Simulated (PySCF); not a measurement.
## Ethylbenzene: full NMR table

* Formula: C8H10
* SMILES: CCc1ccccc1
* InChI: InChI=1S/C8H10/c1-2-8-6-4-3-5-7-8/h3-7H,2H2,1H3
* Point group of the computed structure: Cs
* Degrees of unsaturation: 4
* Carbon signals: 6
* Proton signals: 5

Bonds (- single, = double, # triple, : aromatic): C1-C2, C2-C3, C3:C4, C4:C5, C5:C6, C6:C7, C7:C8, C8:C3. C1 carries H9, H10, H11; C2 carries H12, H13; C4 carries H14; C5 carries H15; C6 carries H16; C7 carries H17; C8 carries H18.

PySCF calculation with PBE0-D3(BJ)/def2-SVP structure, σ from GIAO-PBE0/pcSseg-1 and J couplings at B3LYP/pcJ-1 (without the spin–dipole term); isolated molecule, rapidly exchanging positions averaged, a single conformation, relativity neglected.

Scale: TMS for $^{1}$H (σ = 31.27 ppm) and $^{13}$C (σ = 184.41 ppm) (reference shieldings calculated alike).

| carbon | δC, type | δH (multiplicity, J in Hz) | HMBC from (abs. J ≥ 3 Hz) | span of the C tensor (ppm) |
| --- | --- | --- | --- | --- |
| C1 | 21.3, CH3 | 1.14 (t, 8.6) | H12/H13 | 32 |
| C2 | 33.5, CH2 | 2.47 (q, 8.6) | H14/H18, H9/H10/H11 | 35 |
| C3 | 150.5, C | – | H15/H17, H12/H13, H9/H10/H11 | 238 |
| C4/C8 | 134.0, CH | 7.30 (d, 8.5) | H16, H14/H18, H12/H13 | 218 |
| C5/C7 | 134.1, CH | 7.42 (t, 8.4) | H15/H17 | 235 |
| C6 | 131.3, CH | 7.30 (t, 8.3) | H14/H18 | 233 |

Selected couplings (Hz, signed; the shortest-range and largest first, 30 at most; isotopes $^{13}$C, $^{1}$H): $^{1}J$(C6,H16) 166.7, $^{1}J$(C5,H15) 165.6, $^{1}J$(C4,H14) 162.8, $^{1}J$(C1,H9) 133.5, $^{1}J$(C2,H12) 132.0, $^{1}J$(C4,C5) 62.6, $^{1}J$(C5,C6) 62.1, $^{1}J$(C3,C4) 61.9, $^{1}J$(C2,C3) 46.0, $^{1}J$(C1,C2) 35.3, $^{2}J$(C2,C4) 3.4, $^{2}J$(C1,C3) -2.3, $^{2}J$(C4,C6) -1.2, $^{3}J$(H9,H12) 8.6, $^{3}J$(H14,H15) 8.5, $^{3}J$(H15,H16) 8.3, $^{3}J$(C3,C6) 8.1, $^{3}J$(C4,C7) 7.8, $^{3}J$(C2,C5) 3.7, $^{3}J$(C1,C4) 1.4, $^{4}J$(C1,C5) -1.2.

Carbon types of the structure: 1 × C, 5 × CH, 1 × CH2, 1 × CH3, which accounts for all hydrogens. δC 150.5: substituted aromatic carbon. δC 134.1, 134.0, 131.3: aromatic CH; the aromatic region. δC 33.5: sp3 CH2 on an aromatic ring; aliphatic region, no heteroatom directly attached. δH 7.42, 7.30, 7.30: hydrogen on an aromatic CH; aromatic region. δH 2.47: hydrogen on an sp3 CH2 on an aromatic ring; benzylic-type position, deshielded by the ring. The protons at 1.14 and 2.47 share a coupling of 8.6 Hz (vicinal).

Splittings below 1 Hz are ignored in the labels, and close J values are merged. Couplings among chemically equivalent protons are left out too, so labels in AA′BB′ or AA′XX′ sets are apparent multiplicities. Unscaled 3J(H,H) at this level run about 9 % above measured values. Shifts are as computed. Against solution values, carbons near 30 ppm lie about +2 ppm off and those near 130 ppm about +4 ppm. Of 246 compounds with measured shifts, 49 miss one by over three times the rms of a fit or turn the order of signals round; such compounds aren't used in these exercises.
